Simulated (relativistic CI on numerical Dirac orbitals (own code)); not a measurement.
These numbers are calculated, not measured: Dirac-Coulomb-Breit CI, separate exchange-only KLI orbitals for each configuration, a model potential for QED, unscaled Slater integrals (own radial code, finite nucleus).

The strongest absorption lines from the ground level of an ion, among the configurations computed and to levels below about 815 eV (vacuum wavelength in nm, gf): 1.6595 (0.065), 1.7443 (0.054), 1.7605 (0.25), 1.7697 (0.056), 1.8119 (1.3), 1.9419 (0.061), 11.775 (0.051), 17.160 (0.079).

Problem. Which ion is it?
A. Fe²⁰⁺
B. Ar¹²⁺
C. Ti¹⁴⁺
D. Ti¹⁶⁺

Solution. D. Ti¹⁶⁺ has 6 electrons and the ground level 2s2.2p2 3P_0; the strongest line goes to 2s2.2p.3d 3D°_1. The pattern of lines fixes the number of electrons, and along that sequence the line energies rise steadily with the charge (about as its square where n changes within one kind of shell, about linearly where n is kept but much faster in heavy ions where fine structure, which grows about as Z⁴, sets the gap, and irregularly where shells cross), which fixes Z. Configurations outside the model, such as inner-shell arrays, can give stronger lines. At this charge energies of transitions that change n are usually good to better than 1 %, and those within a shell (Δn = 0) to a few per cent.

LS names give the leading component of a level, which can be under half, so a name can repeat, a term be missing and a line seem to break the LS rules.
